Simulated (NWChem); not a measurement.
CH₆FNOSi; SMILES N[Si@@H](O)CF

```xyz
11

N     -1.3877     1.0433     0.3484
Si     0.0691     0.6183    -0.4641
O      1.5059     0.9972     0.3007
C     -0.1194    -1.2623    -0.7000
F     -0.5535    -1.8051     0.5329
H     -1.6080     1.9901     0.6290
H     -1.8135     0.3542     0.9567
H      0.1981     1.3268    -1.7582
H      1.5950     0.6757     1.2097
H     -0.8713    -1.5137    -1.4596
H      0.8184    -1.7602    -0.9762
```
Atoms are numbered in this order, from 1.

Structure relaxed at the B3LYP/6-31G* (spherical d) level.

Question: Give the principal values of the shielding tensors (ppm) of N1, Si2, O3, C4, F5 from PBE0/pcSseg-1, GIAO (NWChem), with their diamagnetic and paramagnetic parts as GIAO splits them.

Answer: 
| atom | σ11 | σ22 | σ33 | isotropic | diamagnetic | paramagnetic |
|---|---|---|---|---|---|---|
| N1 | 209.8 | 238.3 | 261.5 | 236.5 | 320.0 | -83.5 |
| Si2 | 339.7 | 380.4 | 407.2 | 375.8 | 880.3 | -504.6 |
| O3 | 232.3 | 272.3 | 304.9 | 269.8 | 391.1 | -121.2 |
| C4 | 60.0 | 77.3 | 168.4 | 101.9 | 250.6 | -148.7 |
| F5 | 431.4 | 480.4 | 530.0 | 480.6 | 472.7 | 7.9 |
